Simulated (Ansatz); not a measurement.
A nudged elastic band was laid between two geometries of ClH8NW (11 atoms, charge 0, multiplicity 1).

Theory: Ansatz, RKS r2SCAN-D4/def2-SVP.

```json
{
  "movable images": "5",
  "climbing image": "yes",
  "spring": "5.0 eV/Å²",
  "optimiser": "quadratic models (default)",
  "start path": "through a guess of the saddle point",
  "force threshold": "0.03 eV/Å",
  "iteration limit": "60",
  "end points": "relaxed"
}
```

First end point:

```xyz
11
Properties=species:S:1:pos:R:3
W 0.085 0.062 0.688
Cl -0.830 -1.176 2.421
H 1.496 -0.478 -0.070
H -0.598 1.555 0.282
H -1.330 0.027 -0.189
H -0.077 -1.188 -0.400
H 0.246 0.512 -0.949
N 1.672 1.651 0.951
H 2.567 1.306 1.305
H 1.849 2.015 0.013
H 1.385 2.447 1.525
```

Last end point:

```xyz
11
Properties=species:S:1:pos:R:3
W 0.317 0.349 -0.402
Cl -0.021 0.123 3.004
H 1.362 -0.681 0.398
H -0.610 1.520 0.347
H -1.327 -0.011 -0.158
H -0.227 -1.239 -0.130
H 0.697 0.652 -2.058
N 1.588 1.511 0.602
H 2.519 1.226 0.905
H 1.400 2.475 0.876
H 0.764 0.808 2.193
```

(1) Which bonds break or form, and what moves?

(2) What energy profile does the band end with?

(3) What is the geometry of the highest image?

Results:

(1) Bonds broken: W1–Cl2, N8–H11. Bonds formed: Cl2–H11. ClH8NW becomes ClH + H7NW.

(2) The forces met the threshold. The highest image is number 5 of 0 to 6, 220.1 kJ/mol above the first end and 2.5 kJ/mol above the last; the last end lies 217.6 kJ/mol above the first. Neighbouring images differ by up to 1.5 eV, so the band resolves the path poorly. A vibrational analysis at the climbing image gives one clearly imaginary mode, 269i cm⁻¹: a first-order saddle point. The orbitals stay closed-shell, which can raise the energy where a bond breaks towards radicals; this wasn't checked here.

| image | path coordinate (Å) | energy (kJ/mol) | W1–Cl2 (Å) | N8–H11 (Å) | Cl2–H11 (Å) |
| --- | --- | --- | --- | --- | --- |
| 0 | 0.00 | 0.0 | 2.32 | 1.02 | 4.34 |
| 1 | 1.00 | 6.5 | 2.34 | 1.02 | 3.56 |
| 2 | 2.00 | 9.1 | 2.35 | 1.02 | 2.93 |
| 3 | 3.00 | 154.4 | 2.26 | 1.02 | 2.39 |
| 4 | 3.99 | 178.2 | 2.68 | 1.04 | 2.18 |
| 5 | 4.99 | 220.1 | 3.15 | 1.55 | 1.41 |
| 6 | 5.38 | 217.6 | 3.43 | 1.93 | 1.32 |

(3) 
```xyz
11
Properties=species:S:1:pos:R:3:forces:R:3
W 0.294 0.329 -0.349 0.00 0.00 0.00
Cl -0.005 0.135 2.776 0.00 0.00 0.00
H 1.344 -0.697 0.445 0.00 0.00 0.00
H -0.629 1.503 0.393 0.00 0.00 0.00
H -1.341 -0.002 -0.082 0.00 0.00 0.00
H -0.219 -1.254 -0.053 0.00 0.00 0.00
H 0.622 0.584 -2.032 0.00 0.00 0.00
N 1.563 1.492 0.737 0.00 0.00 0.00
H 2.540 1.239 0.886 0.00 0.00 0.00
H 1.415 2.494 0.857 0.00 0.00 0.00
H 0.880 0.909 2.000 0.00 0.00 0.00
```

Time of the run: 6.4 min on 4 threads of Arm Neoverse V1, with other jobs on the host, peak memory 0.2 GiB.
